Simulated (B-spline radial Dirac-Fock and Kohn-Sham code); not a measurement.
# Kohn-Sham estimates against Dirac-Fock for the levels of I

System: the I atom, [Kr] 4d10 5s1 5p6 (not the ground configuration).

The density-functional columns are spherical, spin-unpolarised Dirac-Kohn-Sham results without Breit or QED terms: −ε is minus the orbital energy of the initial state and ΔSCF the difference of two total energies. The reference in the last column comes from Dirac-Fock (average of configuration) total-energy differences with a finite nucleus, the Breit interaction including its frequency dependence, and self-energy and vacuum-polarisation corrections. All numbers are from an atomic code on a B-spline grid, in eV; a selection of levels is shown. The Kohn-Sham columns are given as differences from the reference. For the 1s level of heavy atoms much of the gap between ΔSCF and the reference is the Breit and QED part, -116.1 eV here; for other levels the error of the functional can be larger.

```tsv
level	LDA −ε − DF	LDA ΔSCF − DF	Dirac-Fock
K	-255.4	+104.9	33178.3
L1	-117.8	-53.9	5205.0
L2	-87.4	-7.5	4863.2
L3	-90.9	-16.4	4568.4
M1	-58.4	-37.1	1085.8
M2	-46.2	-24.2	944.6
M3	-45.7	-24.5	887.9
M4	-27.5	-3.8	641.4
M5	-27.8	-4.4	629.9
N2	-19.0	-9.9	155.2
N3	-19.0	-10.2	144.2
N4	-7.8	+0.3	60.35
N5	-7.8	+0.2	58.64
O1	-6.8	-2.1	25.17
O2	-2.4	+1.8	10.93
O3	-2.4	+1.6	9.85
```

Values without a named source are computed, but for edge energies of neutral atoms, which are taken from tables.
